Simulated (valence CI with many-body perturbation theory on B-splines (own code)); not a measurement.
**Missing levels of Cd⁴³⁺**

Calculated by relativistic CI+MBPT: three valence electrons over a frozen Dirac-Fock core [He], radial functions for each j: 11 s, 11 p, 9 d, 7 f, 5 g, 2 h, 1 i, with the one-electron correlation potential Σ1 (screened to all orders), the two-electron term Σ2, the three-electron term Σ3, Breit, model QED; selected single and double excitations, second order for the rest (own B-spline code, finite nucleus).

No measured spectrum was set against this ion. As an estimate, large intervals hold to a few tenths of a per cent, small ones and those within an open d or f shell to about a per cent.

| Level | E (× 10³ cm⁻¹) |
| --- | --- |
| (2s^2 2p1/2) J=1/2 | 0.00 |
| (2s 2p1/2^2) J=1/2 | ? |
| (2s^2 2p3/2) J=3/2 | 1725.5 |
| (2s 2p1/2 2p3/2) J=3/2 [a] | 2499.3 |
| (2s 2p1/2 2p3/2) J=5/2 | 2723.5 |
| (2s 2p1/2 2p3/2) J=3/2 [b] | 3078.6 |
| (2s 2p1/2 2p3/2) J=1/2 | ? |
| (2p1/2^2 2p3/2) J=3/2 | ? |
| (2s 2p3/2^2) J=5/2 | ? |
| (2s 2p3/2^2) J=1/2 | 4889.9 |
| (2s 2p3/2^2) J=3/2 | 4899.0 |
| (2p1/2 2p3/2^2) J=3/2 | ? |
| (2p1/2 2p3/2^2) J=5/2 | 5936.0 |
| (2p1/2 2p3/2^2) J=1/2 | 6206.8 |
| (2p3/2^3) J=3/2 | 7756.3 |
| (2s^2 3s) J=1/2 | 32133 |
| (2s^2 3p1/2) J=1/2 | 32522 |
| (2s 2p1/2 3s) J=1/2 [a] | 32894 |
| (2s 2p1/2 3s) J=3/2 | ? |
| (2s^2 3p3/2) J=3/2 | 33105 |

Levels are named by their leading jj configuration (3d3/2^4 stands for four electrons in 3d with j = 3/2), which in mixed levels can hold well under half, so a name can repeat and another be missing. Letters in brackets count levels of one name in rising energy.

**Question.** The levels stand in rising order. What does the calculation give for the missing energies?

**Answer.** (2s 2p1/2^2) J=1/2 1101.1; (2s 2p1/2 2p3/2) J=1/2 3097.5; (2p1/2^2 2p3/2) J=3/2 4281.8; (2s 2p3/2^2) J=5/2 4373.4; (2p1/2 2p3/2^2) J=3/2 5792.4; (2s 2p1/2 3s) J=3/2 32956.
